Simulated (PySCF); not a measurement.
Molecule: SMILES C(OCCC)(C)=O, C₅H₁₀O₂.

Geometry:
```csv
atom,x (Å),y (Å),z (Å)
C1,-2.680,-0.424,0.017
C2,-1.196,-0.694,0.204
C3,-0.433,0.561,0.580
O4,0.942,0.291,0.838
C5,1.761,0.253,-0.223
C6,3.176,-0.018,0.197
O7,1.396,0.440,-1.354
H8,-2.856,0.310,-0.784
H9,-3.220,-1.343,-0.253
H10,-3.139,-0.028,0.937
H11,-1.037,-1.451,0.990
H12,-0.764,-1.098,-0.725
H13,-0.822,0.992,1.515
H14,-0.511,1.314,-0.220
H15,3.768,-0.315,-0.676
H16,3.605,0.900,0.627
H17,3.210,-0.793,0.975
```

Geometry PBE0-D3(BJ)/def2-SVP throughout; GIAO in PySCF 2.14.0 with density-fitted response routines, gas phase, one conformer, non-relativistic; equivalent atoms averaged; basis pcSseg-1.

For orientation, B97-D gives these absolute shieldings σ: C5 12.4, C3 111.3, C2 153.2, C6 157.4, O7 -91.4, O4 107.5, H15/H16/H17 29.46, H11/H12 29.85, H8/H9/H10 30.51 ppm.

A run gave: C5 4.1, C3 111.0, C2 153.6, C6 157.0, O7 -113.4, O4 111.1, H15/H16/H17 29.42, H11/H12 29.86, H8/H9/H10 30.50 ppm (absolute shieldings σ).

Problem. Which functional was used in that run?
A. B3LYP
B. OPBE
C. PBE0
D. CAM-B3LYP
E. B97-2

Solution. A. C2 tells them apart best: B3LYP gives 153.6, B97-2 gives 159.2, OPBE gives 160.9, CAM-B3LYP gives 157.9, PBE0 gives 160.3 ppm.
